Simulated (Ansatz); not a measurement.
Reaction (redistribution): `CO[Si](C)(N)Cl` + `[F][Al]([F])[Br]` → `C[Si](N)(F)Cl` + `C[O][Al]([F])[Br]`

Computed with Ansatz on PBE0-D4/def2-TZVP structures; ΔE is electronic, products minus reactants. CCSD(T)/CBS adds triple-zeta CCSD(T) − MP2 to the extrapolated MP2 energy (def2 sets, frozen cores). Functionals use def2-TZVPP. For Br outer-core shells are correlated without core-valence functions, which leaves a few kJ/mol of doubt a bond. Scalar relativity is left out up to krypton. Each species was taken in one conformer, which may not be the lowest.

**Question.** Is it downhill or uphill in electronic energy at CCSD(T)/CBS, and by how much? (Estimate.)

**Answer.** The calculation gave: Uphill: ΔE = +0.06 eV.

**Question.** What do these levels give: PBE-D4, ωB97X-V, ωB97M-V, r2SCAN, HF/def2-QZVPP, SCS-MP2/def2-QZVPP? (Best estimate.)

**Answer.** The calculation gave: PBE-D4 0.04, ωB97X-V 0.03, ωB97M-V 0.04, r2SCAN 0.01, HF/def2-QZVPP -0.02, SCS-MP2/def2-QZVPP 0.06 eV.

Largest T1 diagnostic among the species: 0.010.

The D4 term adds +0.05 eV with B3LYP and +0.03 eV with PBE0; it sums over pairs of atoms, weighted by their polarisabilities, and B3LYP, whose exchange is more repulsive, gets the larger term. In def2-TZVPP, CCSD(T) changes the Hartree–Fock value by +0.08 eV (the triples alone add +0.01 eV) and MP2 by +0.09 eV.

B3LYP here is the variant with VWN-RPA as its local correlation; programs differ in this.
